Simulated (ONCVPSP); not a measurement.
## What one change does to a pseudopotential (chromium (Cr), ONCV)

ONCVPSP 4.0.1 input, shortened (lines: element, Z, core and valence counts, functional; n l f; lmax; l rc ep ncon nbas qcut; lloc lpopt rc5 dvloc0; l nproj debl; icmod fcfact rcfact), PBE, scalar-relativistic:

```
  Cr 24.00    5    2        4      upf
    1    0    2.00
    2    0    2.00
    2    1    6.00
    3    0    2.00
    3    1    6.00
    3    2    5.00
    4    0    1.00
    2
    0    2.45    0.00    4    8    2.20
    1    2.65    0.44    4    8    3.60
    2    2.10    0.00    4    9    5.80
    4    5    1.55    0.00
    0    2    4.00
    1    1    0.60
    2    1    3.90
    0    0.00    0.00
```

In the p channel the program set the typed energies aside and used 0.050 Ha.

All-electron outer shells of the reference configuration (PBE, scalar-relativistic, ld1.x):

```json
{"shell": "3p", "level (eV)": "-45.44", "outermost node (bohr)": "0.33", "outermost maximum (bohr)": "0.80"}
{"shell": "4s", "level (eV)": "-4.01", "outermost node (bohr)": "1.12", "outermost maximum (bohr)": "2.74"}
{"shell": "3d", "level (eV)": "-2.91", "outermost node (bohr)": "–", "outermost maximum (bohr)": "0.84"}
```

Change: core [Ne], valence charge 14; reference 3s2 3p6 3d5 4s1; waves now 3s+4s: rc 1.45 bohr, ncon 4, nbas 8, qcut 8.8 1/bohr, 2 projectors; 3p: rc 0.85 bohr, ncon 5, nbas 9, qcut 11.5 1/bohr, 1 projector; 3d: rc 1.60 bohr, ncon 4, nbas 8, qcut 8 1/bohr, 2 projectors, debl 3.3 Ha; local potential polynomial inside 0.80 bohr (lpopt 5, dvloc0 0 Ha).

Cutoffs: the cutoffs (Ha) at which the residual kinetic energy of the hardest occupied pseudo-wave falls to 1 and 0.1 mHa per electron; they do not see the model core or the augmentation charge, which bear on the density cutoff. Errors are all-electron minus pseudo energies relative to the spin-unpolarised reference configuration.

Task: What does the change do?

Result: The potential gets harder (18 Ha and 65 Ha → 52 Ha and 66 Ha); neither file shows a bound ghost. The added semicore shells are compact, so their waves need more plane waves. Several settings change at once here, so the effects cannot be laid on one of them.

```csv
quantity,base,changed
"cutoff, loose",18 Ha,52 Ha
"cutoff, tight",65 Ha,66 Ha
bound ghosts,none,none
GHOST(+) flags under 300 eV,s at 77.9 eV,s at 297.7 eV
tests with a reliable result,3 of 4,3 of 4
```
